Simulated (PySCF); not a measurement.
PBE0 on Al⁻ (aluminium, charge -1), [Ne] 3s2 3p2, high-spin 3P determinant. All numbers are calculated (PySCF 2.14, no relativity, point nucleus, in aug-cc-pwCVDZ (6s5p3d, 36 functions)).

```
cycle= 1 E= -242.2668788342  delta_E= -0.00316  |g|= 0.0133  |ddm|= 0.233
cycle= 2 E= -242.267052048298  delta_E= -0.000173  |g|= 0.0053  |ddm|= 0.101
cycle= 3 E= -242.267105915569  delta_E= -5.39e-05  |g|= 0.00236  |ddm|= 0.0504
cycle= 4 E= -242.267111852638  delta_E= -5.94e-06  |g|= 0.000548  |ddm|= 0.012
cycle= 5 E= -242.267112319984  delta_E= -4.67e-07  |g|= 3.19e-05  |ddm|= 0.00374
cycle= 6 E= -242.26711232193  delta_E= -1.95e-09  |g|= 5.83e-06  |ddm|= 0.000241
cycle= 7 E= -242.267112322005  delta_E= -7.54e-11  |g|= 1.86e-07  |ddm|= 6.36e-05
converged SCF energy = -242.267112322005  <S^2> = 2.0052816  2S+1 = 3.003519
```

Highest occupied orbital energy: 0.815 eV; ⟨L²⟩ = 2.02; populations by l: s 6.00, p 8.00, d 0.00.

Task: Can this result be used?

Result: With care. The run converged. At PBE0 the highest occupied level has a positive energy, so only the finite basis holds that electron; in a semilocal or global hybrid functional this comes from self-interaction and does not mean that the real anion is unbound.
